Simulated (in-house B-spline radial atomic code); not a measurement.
A fraction x of an electron is removed from 4d in Cd3+, starting from [Kr] 4d9 and keeping the highest spin. All numbers are computed (scalar-relativistic (X2C) BLYP, spin-polarised, spherical fractional occupations; Fermi nucleus of rms radius 4.6087 fm) with a B-spline radial code for spherical atoms, not measured.

```tsv
x	E(x) - E(0) (eV)	4d down level (eV)
0	0.0000	-45.274
0.08	3.6719	-46.524
0.13	6.0177	-47.309
0.28	13.2918	-49.683
0.43	20.9240	-52.083
0.5	24.6093	-53.212
0.62	31.1114	-55.160
0.66	33.3309	-55.813
0.8	41.3053	-58.111
0.96	50.8150	-60.764
1	53.2589	-61.431
```

The exact functional would give a straight line between the two integer points. Deviations E(x) - E(0) - x[E(1) - E(0)], in eV: -0.589 at x = 0.08, -0.906 at x = 0.13, -1.621 at x = 0.28, -1.977 at x = 0.43, -2.02 at x = 0.5, -1.909 at x = 0.62, -1.82 at x = 0.66, -1.302 at x = 0.8, -0.314 at x = 0.96.

The curve lies below the straight line by up to 2.02 eV (at x = 0.5): convex, the delocalisation error that favours fractional charges.

Q: How well does Slater's transition state (minus the level at half occupation) give the ionisation energy?

A: It gives 53.212 eV against 53.259 eV from the two total energies; NIST lists 51.00 eV, ground level to ground level.
